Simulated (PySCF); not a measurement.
## A small calculation by hand: dipole moment from atomic charges

AlAs2H5O, SMILES [OH][Al]([AsH2])[AsH2]. Atoms are numbered in the order given.

```xyz
9

Al    -0.3294     0.5904    -0.1946
As     1.2009    -0.4312    -1.7946
H      2.0940    -0.9346    -0.6563
H      1.9687     0.8888    -1.9088
As    -0.7853    -0.3088     2.0415
H     -0.7700    -1.7301     1.4716
H     -2.2954    -0.1638     1.8228
O     -1.0848     2.0168    -0.7541
H     -1.7513     2.5503    -0.3120
```

Geometry: B3LYP-D3(BJ)/def2-SVP. One conformer was computed; it need not be the lowest.

Charges (e) from PySCF with PBE0/def2-TZVP:

```
atom  Mulliken     IAO
----  --------  ------
Al1      0.529   0.804
As2     -0.296  -0.149
H3       0.071  -0.014
H4       0.080  -0.003
As5     -0.304  -0.167
H6       0.077  -0.008
H7       0.071  -0.011
O8      -0.545  -0.821
H9       0.316   0.367
```

The dipole moment of the full density is 1.25 D.

Problem. What dipole moment does each set of point charges give, and which comes closer to that of the density?

Solution. 
μ = Σ q r, and 1 e Å = 4.8032 D.
Mulliken: Σ q r = (-0.169, 0.100, 0.163) e Å, |μ| = 1.23 D.
IAO: Σ q r = (-0.069, -0.103, 0.258) e Å, |μ| = 1.37 D.
Mulliken comes closer in size. Point charges leave out the atoms' own dipoles (lone pairs, polarised bonds); fits to the potential absorb them, partitions of the density don't.
